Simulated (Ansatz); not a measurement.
Relaxation of CH6ClFN2Si (12 atoms, charge 0, multiplicity 1), to a largest force component of 0.015 eV/Å in at most 40 steps.

The calculation used Ansatz 0.2.0, RKS PBE-D4/def2-SVP.

```xyz
12
Properties=species:S:1:pos:R:3:forces:R:3
N -1.425 -0.869 -0.488 -0.02 1.66 -0.80
C -0.477 -0.886 0.567 0.43 0.48 -0.36
F -1.188 -0.868 1.730 -0.36 0.25 1.15
Si 0.819 0.561 0.509 -1.60 -0.08 0.32
N 1.265 0.893 -1.108 1.36 -0.57 0.09
Cl -0.078 2.309 1.207 -0.24 0.20 0.47
H -2.160 -1.516 -0.280 -0.81 -0.88 0.08
H -1.000 -1.095 -1.383 0.12 -0.18 -0.39
H 0.066 -1.819 0.555 1.06 -1.26 0.32
H 1.976 0.300 1.324 0.90 -0.30 0.64
H 1.832 1.736 -1.018 0.55 0.30 -0.43
H 0.447 1.200 -1.582 -1.39 0.39 -1.10
```

Where does it end, and by what steps?

The run converged. After 27 steps the energy has fallen by 0.892 eV; F3 moved furthest, 1.78 Å.

| step | energy less start (eV) | largest force component (eV/Å) | accepted |
| --- | --- | --- | --- |
| 0 | 0.0000 | 1.657 | yes |
| 1 | -0.3301 | 0.656 | yes |
| 2 | -0.4023 | 0.795 | yes |
| 3 | -0.4298 | 0.616 | yes |
| 4 | -0.4493 | 0.221 | yes |
| 5 | -0.4627 | 0.148 | yes |
| 6 | -0.4682 | 0.347 | yes |
| 7 | -0.4745 | 0.178 | yes |
| 8 | -0.4843 | 0.201 | yes |
| 9 | -0.4871 | 0.381 | yes |
| 10 | -0.4959 | 0.778 | yes |
| 11 | -0.5160 | 0.435 | yes |
| 12 | -0.5446 | 0.564 | yes |
| 13 | -0.5722 | 0.714 | yes |
| 14 | -0.6003 | 0.755 | yes |
| 15 | -0.6896 | 0.411 | yes |
| 16 | -0.7309 | 0.335 | yes |
| 17 | -0.7807 | 0.671 | yes |
| 18 | -0.7656 | 2.260 | no |
| 19 | -0.8467 | 0.268 | yes |
| 20 | -0.8720 | 0.253 | yes |
| 21 | -0.8810 | 0.650 | yes |
| 22 | -0.8893 | 0.107 | yes |
| 23 | -0.8902 | 0.077 | yes |
| 24 | -0.8912 | 0.041 | yes |
| 25 | -0.8917 | 0.050 | yes |
| 26 | -0.8919 | 0.030 | yes |
| 27 | -0.8919 | 0.013 | yes |

```xyz
12
Properties=species:S:1:pos:R:3
N -0.593 -1.645 -0.431
C -0.652 -0.683 0.593
F -1.769 0.238 0.466
Si 0.876 0.460 0.507
N 0.653 1.255 -1.017
Cl 0.864 1.698 2.202
H -1.402 -2.276 -0.461
H -0.434 -1.226 -1.355
H -0.791 -1.176 1.579
H 2.199 -0.239 0.501
H 1.392 1.848 -1.402
H -0.266 1.692 -1.147
```

Time of the run: 88 s on 2 threads of Arm Neoverse V1, on a shared host, peak memory 0.19 GiB.
